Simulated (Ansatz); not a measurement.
CH$_{5}$FSeSi, SMILES `C[SiH](F)[SeH]`, relaxed with RKS PBE0-D4/def2-TZVP in the Gaussian-basis code of Ansatz from a PBE-D4/def2-SVP geometry. The force threshold is 0.005 eV/Å; the program also tests the step.

The species carries charge 0 and has multiplicity 1.

Start:

```xyz
9

C    -0.547   -0.552    0.892
Si    0.725   -0.113   -0.410
F     0.541   -1.172   -1.655
Se    0.525    2.051   -1.130
H    -0.431    0.099    1.781
H    -1.575   -0.424    0.497
H    -0.427   -1.609    1.206
H     2.142   -0.222    0.070
H    -0.953    1.941   -1.250
```

(1) By how much does the energy fall, and how many steps does the optimiser take? (Estimate.)

(2) Which bonds change most? (Best estimate.)

(3) Give the relaxed structure. (Estimate.)

Answers

(1) The calculation gave: 5.48 kJ/mol, in 5 steps.

(2) The calculation gave: Si2–F3 from 1.645 to 1.602 Å; Si2–Se4 from 2.289 to 2.267 Å; C1–Si2 from 1.872 to 1.852 Å; Si2–H8 from 1.500 to 1.482 Å.

(3) Ansatz gave: 
```xyz
9

C    -0.542   -0.549    0.882
Si    0.715   -0.115   -0.406
F     0.542   -1.146   -1.620
Se    0.518    2.024   -1.131
H    -0.426    0.093    1.758
H    -1.556   -0.423    0.494
H    -0.421   -1.591    1.191
H     2.114   -0.225    0.067
H    -0.944    1.933   -1.236
```
